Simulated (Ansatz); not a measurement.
Stepwise reaction of `[SiH3]O[SiH2]O[SiH3]` with hydrogen, as a gas-phase model of exchange steps in deposition or etching. ΔE in kJ/mol; ΔG adds harmonic PBE0-D4 terms to CCSD(T)/CBS, at 1 bar.

Isolated molecules relaxed with PBE0-D4/def2-TZVP in Ansatz; ΔE leaves out vibrations. CCSD(T)/CBS is the MP2 limit (def2-TZVPP, def2-QZVPP) plus CCSD(T) − MP2 in def2-TZVPP, frozen cores. This one scheme is used for every species. DFT in def2-TZVPP. B3LYP here is the variant with VWN-RPA as its local correlation; programs differ in this. Each species was taken in one conformer, which may not be the lowest.

```csv
step,reaction,PBE-D4,B3LYP-D4,ωB97M-V,CCSD(T)/CBS,ΔG(600 K)
2,`[SiH3]O[SiH3]` + H₂ → SiH₄ + `O[SiH3]`,71.0,83.7,80.8,83.9,93.8
```

Question: Give the row of step 1, `[SiH3]O[SiH2]O[SiH3]` + H₂ → `[SiH3]O[SiH3]` + `O[SiH3]`. (Estimate.)

Answer: Computed: 
```json
{"step": "1", "reaction": "`[SiH3]O[SiH2]O[SiH3]` + H₂ → `[SiH3]O[SiH3]` + `O[SiH3]`", "PBE-D4": "103.2", "B3LYP-D4": "114.6", "ωB97M-V": "111.2", "CCSD(T)/CBS": "113.8", "ΔG(600 K)": "103.9"}
```

Question: By hand: ΔE of the 2 steps together at CCSD(T)/CBS.

Answer: (113.8) + (83.9) = 197.7 kJ/mol, or 98.8 kJ/mol a step.

In ΔE each step is lower than the one before. All are uphill at CCSD(T)/CBS. ΔG lies between 93.8 and 103.9 kJ/mol a step. PBE-D4 differs from CCSD(T)/CBS by -12.9 to -10.6 kJ/mol a step. Isolated molecules leave out the surface, adducts and barriers. Largest T1 diagnostic: 0.012.
